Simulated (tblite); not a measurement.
Isomers of C3H6FOSi (doublet state). Computed values, GFN2-xTB/tblite, gas phase, harmonic and unscaled. This tight-binding method is rough: wavenumbers can miss measured ones by several per cent, in bad cases by 10 to 20. Modes of hydrogen on silicon can be 10 to 20 % off. One conformer each. Open shells enter through the occupations alone, without spin polarisation, and single modes of such species can be off by tens of per cent.

Electronic energies: GFN2-xTB at the same geometries; isomer energies are rough at this level and their order can be wrong.

| SMILES | electronic energy, lowest = 0 (kJ/mol) |
| --- | --- |
| F/C=C/[CH]O[SiH3] | 0.0 |
| F/[C]=C\CO[SiH3] | 144.9 |
| F/C=C/CO[SiH2] | 65.6 |

Question: How do GFN2-xTB zero-point energies change the relative energies?

Answer: 
| SMILES | ZPE (kJ/mol) | of it from modes above 1550 cm⁻¹ | electronic (kJ/mol) | with ZPE, lowest = 0 (kJ/mol) | lowest mode (cm⁻¹) | rings |
| --- | --- | --- | --- | --- | --- | --- |
| F/C=C/[CH]O[SiH3] | 200.5 | 96.4 | 0.0 | 0.0 | 43 | 0 |
| F/C=C/CO[SiH2] | 210.6 | 109.2 | 65.6 | 75.6 | 21 | 0 |
| F/[C]=C\CO[SiH3] | 202.4 | 104.7 | 144.9 | 146.7 | 6i | 0 |

The zero-point energies span 10.1 kJ/mol, from `F/C=C/[CH]O[SiH3]` to `F/C=C/CO[SiH2]`. Slightly imaginary modes are left out of the zero-point energy: `F/[C]=C\CO[SiH3]` 6.0i cm⁻¹. The order is unchanged.
